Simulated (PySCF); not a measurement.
A GIAO shielding run with PySCF (density fitting, non-relativistic, gas phase) on `FC1O[C@@H](F)[C@H](F)O1`, C$_{3}$H$_{3}$F$_{3}$O$_{2}$:

```
$ OMP_NUM_THREADS=1 python probes_run.py task.json out

{"job": {"kind": "nmr", "xc": "PBE0", "basis": "def2-TZVP", "pop": true}, "charge": 0, "multiplicity": 1}
F      2.201841     0.566867    -0.452050
C      1.306684    -0.384583    -0.134738
O      0.339944    -0.430984    -1.127438
C     -0.898493    -0.133829    -0.602825
F     -1.625558    -1.270476    -0.435050
C     -0.571399     0.469127     0.762119
F     -0.501132     1.820455     0.663104
O      0.661840    -0.081006     1.049599
H      1.842250    -1.340811    -0.034912
H     -1.445942     0.546031    -1.271373
H     -1.285774     0.197678     1.552045
```

Hardware: 1 thread of an Arm Neoverse V2, shared host. The job also computes population analyses, field gradients, ring-centre shieldings.

Problem. How large is the calculation?

Solution. 64 electrons, 266 basis functions and 769 auxiliary functions.

Problem. How long does it take, and how much memory does it need?

Solution. 33 s of wall time, with 14 SCF cycles and 4 response iterations; peak memory 1 GiB. Times on a shared host scatter by some tens of per cent.

Problem. And these other runs on the same molecule and hardware: GIAO shielding at B97-2/pcSseg-1; GIAO shielding at BLYP/pcSseg-1; GIAO shielding at KT3/pcSseg-1; GIAO shielding at LDA/pcSseg-1; GIAO shielding at OPBE/pcSseg-1; GIAO shielding at PBE/pcSseg-1?

Solution. B97-2/pcSseg-1: 151 functions, 11 s; BLYP/pcSseg-1: 151 functions, 16 s; KT3/pcSseg-1: 151 functions, 16 s; LDA/pcSseg-1: 151 functions, 13 s; OPBE/pcSseg-1: 151 functions, 17 s; PBE/pcSseg-1: 151 functions, 16 s.
